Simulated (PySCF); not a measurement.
```xyz
4
charge 1 multiplicity 3, angstrom
Os   -0.0082    0.0150    0.0000
H     0.0000   -1.3940    0.6981
H     0.0000   -1.3940   -0.6981
H     1.5638   -0.0665    0.0000
```

Computed with UPBE0/[Os def2-TZVP with ECP60, H def2-TZVP], scalar-relativistic core potentials, density fitting, no spin–orbit coupling, PySCF.

This geometry of OsH₃⁺ is a stationary point at this level.

(1) What is the point group?

(2) Is it a minimum?

(3) List the harmonic modes with their infrared intensities.

(4) Give the ideal-gas entropy at 298.15 K and 1 bar by parts.

Answers

(1) Cs.

(2) Yes: all harmonic wavenumbers are real.

(3) 
```csv
symmetry,ω (cm⁻¹),IR (km/mol),type
a'',245,1.1,bend
a',584,74.4,bend
a',714,2.0,bend
a',2317,20.7,stretch
a'',2339,9.1,stretch
a',2342,34.2,stretch
```

(4) translation 174.6, rotation 68.1, vibration 10.6, spin 9.1; total 262.4 J/(mol K).

Only a few start shapes were tried, so a lower isomer may exist. With open d or f shells other occupations or spin states may lie lower. No spin–orbit coupling is included, which matters more the heavier the element.
